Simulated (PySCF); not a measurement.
## From computed data to an observable: dipole moment from atomic charges

SiH₃Cl, SMILES Cl[SiH3]. Atoms are numbered in the order given.

```xyz
5

Si     0.0000     0.0000    -0.9919
Cl     0.0000     0.0000     1.0744
H      1.2122     0.6999    -1.4596
H     -1.2122     0.6999    -1.4596
H      0.0000    -1.3997    -1.4596
```

The structure is a stationary point at B3LYP-D3(BJ)/def2-TZVP. The isomer is the one that the SMILES or the coordinates give; other isomers of the formula were not compared.

Charges (e) from PBE/def2-TZVPD (PySCF):

```tsv
atom	ESP fit	IAO
Si1	0.112	0.632
Cl2	-0.125	-0.310
H3	0.004	-0.107
H4	0.004	-0.107
H5	0.004	-0.107
```

The dipole moment of the full density is 1.27 D.

### Question
What dipole moment does each set of point charges give, and which comes closer to that of the density?

### Answer

μ = Σ q r, and 1 e Å = 4.8032 D.
ESP fit: Σ q r = (0.000, 0.000, -0.263) e Å, |μ| = 1.26 D.
IAO: Σ q r = (0.000, 0.000, -0.491) e Å, |μ| = 2.36 D.
ESP fit comes closer in size. Point charges leave out the atoms' own dipoles (lone pairs, polarised bonds); fits to the potential absorb them, partitions of the density don't.
